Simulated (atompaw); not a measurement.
Reading a pseudo-wave (hydrogen)

Columns: radius, all-electron u(r) and pseudo u(r) of the 1s shell (level -6.49 eV) of hydrogen in the configuration 1s1; PBE, scalar-relativistic, PAW (atompaw) scheme, atompaw 4.2.0.5.

```csv
r (bohr),all-electron,pseudo
0.037,0.0685,0.0526
0.073,0.1302,0.1033
0.110,0.1889,0.1547
0.146,0.2417,0.2035
0.183,0.2917,0.2521
0.219,0.3365,0.2975
0.256,0.3788,0.3420
0.292,0.4165,0.3829
0.329,0.4519,0.4223
0.365,0.4834,0.4580
0.402,0.5128,0.4917
0.438,0.5387,0.5217
0.475,0.5628,0.5495
0.512,0.5844,0.5745
0.548,0.6032,0.5961
0.585,0.6205,0.6156
0.621,0.6353,0.6321
0.658,0.6487,0.6468
0.694,0.6601,0.6590
0.731,0.6702,0.6696
0.767,0.6785,0.6782
0.804,0.6856,0.6856
0.840,0.6913,0.6913
0.877,0.6959,0.6959
0.913,0.6993,0.6993
0.950,0.7018,0.7018
```

(1) How many radial nodes do the two functions have?

(2) Is the pseudo-wave norm-conserving?

## Answers

(1) The all-electron 1s function has n − l − 1 = 0; the pseudo-wave has 0.

(2) No, it belongs to a PAW set: the norm inside the radius is not constrained, and the difference is carried by the augmentation charge.
